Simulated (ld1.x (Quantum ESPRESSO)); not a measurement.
## Before and after: TM potential for Tc (Z = 43)

Tc (Z = 43), norm-conserving Troullier–Martins (Kleinman–Bylander form), made with ld1.x (Quantum ESPRESSO) 7.5 (PBE, scalar-relativistic). Core [Ar] 3d10 4s2, reference 4p6 4d5 5s0 5p0 (charge +2). Waves: 5s (bound, empty): rc 2.05 bohr; 4d (bound): rc 1.45 bohr; 4p (bound): rc 1.90 bohr. Local part: the p channel. Core correction: a·sin(br)/r model core, default radius (core density twice the valence density).

All-electron outer shells of the reference configuration (PBE, scalar-relativistic, ld1.x):

```
shell  level (eV)  outermost node (bohr)  outermost maximum (bohr)
   4s      -89.61                   0.50                      0.95
   4p      -61.59                   0.51                      1.03
   4d      -22.50                   0.50                      1.27
   5s      -18.41                   1.27                      2.53
   5p      -13.10                   1.43                      3.01
```

Change: non-relativistic.

Cutoffs: the cutoffs (Ry, on a coarse ladder) from which the occupation-weighted sum of valence levels, in a spherical-Bessel basis at the reference potential, stays within 10 and 1 mRy of its value at 400 Ry; they do not see the model core or the augmentation charge, which bear on the density cutoff. Errors are all-electron minus pseudo energies relative to the spin-unpolarised reference configuration.

Task: How do hardness, ghosts and transferability respond?

Result: The potential gets neither clearly harder nor softer (50 Ry and 60 Ry → 50 Ry and 60 Ry); both files keep a bound ghost (s); of the 7 tests that both files solve, the error grows in 3 and shrinks in 1 by more than 15 % and 0.3 meV (median size 8.7 → 10.5 meV).

| quantity | base | changed |
| --- | --- | --- |
| cutoff, loose | 50 Ry | 50 Ry |
| cutoff, tight | 60 Ry | 60 Ry |
| bound ghosts | s | s |
| error for 4p6 4d5 5s2 5p0, meV [ΔE -23.00 → -22.13 eV] | -15 | -17 |
| error for 4p6 4d5 5s1 5p0, meV [ΔE -14.85 → -14.33 eV] | -3.6 | -5.1 |
| error for 4p6 4d4 5s0 5p0, meV [ΔE 28.71 → 29.08 eV] | -0.5 | -2.6 |
| error for 4p6 4d5 5s1.5 5p0, meV [ΔE -19.72 → -19.00 eV] | -8.7 | -11 |
| error for 4p6 4d6 5s1 5p0, meV [ΔE -23.94 → -23.77 eV] | +3.5 | -2.7 |
| error for 4p6 4d5 5s0 5p2, meV [ΔE -15.29 → -15.11 eV] | +281 | +267 |
| error for 4p6 4d5 5s0 5p1, meV [ΔE -10.27 → -10.14 eV] | +205 | +197 |
| s: phases at 2.24 bohr within 0.05 rad from the reference energy up to (Ry; the scan ends near 5) | 2.9 | 3.1 |
| p: phases at 2.24 bohr within 0.05 rad from the reference energy up to (Ry; the scan ends near 5) | -1.0 | -1.0 |
| d: phases at 2.24 bohr within 0.05 rad from the reference energy up to (Ry; the scan ends near 5) | 1.3 | 1.3 |

 A true bound ghost makes a file unfit for plane-wave use even where its test errors are small: the radial tests pick states by their node count and pass the ghost by.
